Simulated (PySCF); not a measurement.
1,1,1,2-tetrafluoroethane (C₂H₂F₄), SMILES FCC(F)(F)F.

Geometry optimised at PBE-D3(BJ)/def2-SVP.

Calculation: PBE/def2-TZVP in PySCF.

Symmetry labels are those of the subgroup Cs that the program uses (full group Cs).

Computed valence orbital energies around the gap with their symmetry:
```csv
orbital,symmetry,energy (eV)
HOMO−7,A',-11.35
HOMO−6,A",-11.35
HOMO−5,A',-10.71
HOMO−4,A',-10.36
HOMO−3,A",-10.31
HOMO−2,A",-9.84
HOMO−1,A",-8.82
HOMO,A',-8.67
LUMO,A',0.05
LUMO+1,A',0.75
LUMO+2,A",1.30
LUMO+3,A',2.62
```
